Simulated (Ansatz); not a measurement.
The same path of H9N3O2Zr (15 atoms, charge 0, multiplicity 1) was run twice with different band settings. Lost on the way: O13–H15. Made: N2–H15.

The calculation used Ansatz, RHF/def2-SVP.

Relaxed end points:

```xyz
15
Properties=species:S:1:pos:R:3
Zr -0.160 -0.019 0.183
N 0.096 -0.119 2.253
H -0.510 0.158 3.004
H 1.008 -0.277 2.648
O 1.686 -0.118 -0.392
H 2.548 -0.260 -0.734
N -0.805 1.700 -0.768
H -1.701 2.134 -0.637
H -0.251 2.277 -1.376
N -1.117 -1.751 -0.601
H -0.932 -2.682 -0.266
H -1.376 -1.834 -1.571
O -2.535 0.065 0.949
H -2.675 -0.766 0.496
H -2.754 -0.071 1.859
```

```xyz
15
Properties=species:S:1:pos:R:3
Zr -0.644 -0.440 0.075
N -0.311 0.758 2.298
H 0.438 0.298 2.789
H -0.114 1.744 2.293
O 1.159 -1.125 0.434
H 2.074 -1.333 0.416
N -0.925 1.521 -0.587
H -1.105 2.359 -0.065
H -0.947 1.756 -1.564
N -0.966 -1.383 -1.744
H -1.766 -1.289 -2.345
H -0.338 -2.045 -2.165
O -2.108 -1.156 1.227
H -2.767 -1.825 1.167
H -1.161 0.600 2.816
```

Common settings: movable images 7; climbing image yes; spring 5.0 eV/Å²; optimiser quadratic models (default); start path through a guess of the saddle point; iteration limit 60; end points relaxed.

| run | force threshold |
| --- | --- |
| 1 | 0.05 eV/Å |
| 2 | 0.5 eV/Å |

Task: What does each run give, and how far can it be trusted?

Result: Run 1: converged after 26 iterations, highest image 0.330 eV above the first end. The profile has 2 maxima (images 1, 3) with wells between them (image 2): this band takes more than one step, which may be the mechanism or a detour left from its start path. A vibrational analysis at the climbing image gives one clearly imaginary mode, 1420i cm⁻¹: a first-order saddle point.
Run 2: converged after 9 iterations, highest image 0.247 eV above the first end. The threshold of 0.5 eV/Å is loose, so the images may lie well off the minimum-energy path. The order of the point at the top wasn't checked.
The orbitals stay closed-shell, which can raise the energy where a bond breaks towards radicals; this wasn't checked here.
